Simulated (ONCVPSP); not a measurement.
Cl: one change to an ONCV potential, before and after

ONCVPSP 4.0.1 input, shortened (lines: element, Z, core and valence counts, functional; n l f; lmax; l rc ep ncon nbas qcut; lloc lpopt rc5 dvloc0; l nproj debl; icmod fcfact rcfact), PBE, scalar-relativistic:

```
  Cl 17.00    3    2        4      upf
    1    0    2.00
    2    0    2.00
    2    1    6.00
    3    0    2.00
    3    1    4.00
    1
    0    1.30    0.00    5    9    5.10
    1    1.50    0.00    5    9    5.70
    4    1    0.85    0.00
    0    2    0.50
    1    3    0.80
    3    5.50    1.00
```

In the s channel the program set the typed energies aside and used -1.179, 0.250 Ha.

Change: s: qcut 6.6; p: qcut 7.3.

Cutoffs: the cutoffs (Ha) at which the residual kinetic energy of the hardest occupied pseudo-wave falls to 1 and 0.1 mHa per electron; they do not see the model core or the augmentation charge, which bear on the density cutoff. Errors are all-electron minus pseudo energies relative to the spin-unpolarised reference configuration.

**Question.** How do hardness, ghosts and transferability respond?

**Answer.** The potential gets softer (25 Ha and 90 Ha → 17 Ha and 22 Ha); both files keep a bound ghost (p); the errors of the 4 common tests hardly move.

| quantity | base | changed |
| --- | --- | --- |
| cutoff, loose | 25 Ha | 17 Ha |
| cutoff, tight | 90 Ha | 22 Ha |
| loose cutoff by channel | s 25 Ha, p 11 Ha | s 17 Ha, p 15 Ha |
| bound ghosts | p | p |
| GHOST(+) flags under 300 eV | s at 115.8 eV | s at 107.6 eV |
| error for 3s2 3p5, meV [ΔE -13.88 eV] | +2.0 | +2.1 |
| error for 3s2 3p3, meV [ΔE 25.45 eV] | +2.4 | +2.5 |
| error for 3s2 3p2, meV [ΔE 63.75 eV] | +26 | +27 |
| error for 3s1 3p5, meV [ΔE 12.71 eV] | -0.1 | +0.2 |
| s: phases at 1.32 bohr within 0.05 rad from the reference energy up to (Ha; the scan ends near 5) | 3.8 | 3.5 |
| p: phases at 1.53 bohr within 0.05 rad from the reference energy up to (Ha; the scan ends near 5) | to the end of the scan | to the end of the scan |
| rms error of d²Exc/dni dnj with the model core, mHa | 1.52 | 1.70 |

 A true bound ghost makes a file unfit for plane-wave use even where its test errors are small: the radial tests pick states by their node count and pass the ghost by.
